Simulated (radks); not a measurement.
Ce45+, 13 electrons, occupied as [He] 2s2 2p5 3s2 3p1 4s1 (not the ground configuration). Method: Dirac Kohn-Sham, LDA (Slater exchange, Perdew-Wang correlation), spin-unpolarised, spherical densities, point nucleus; open shells are shared between the two j in proportion to 2j + 1; computed with a radial shooting solver on a logarithmic mesh with Libxc functionals.

Spin-orbit splittings of the eigenvalues, e(l+1/2) - e(l-1/2), with zeta = 2 splitting/(2l+1) and mean radii in bohr:

shell  occ.  splitting (eV)  zeta (eV)  <r> j=l-1/2  <r> j=l+1/2
2p        5           468.7      312.5      0.08586      0.09172
3p        1           122.9      81.95       0.2328       0.2415
3d        0           30.61      12.25       0.2076       0.2104
4p        0           48.37      32.24       0.4475       0.4592
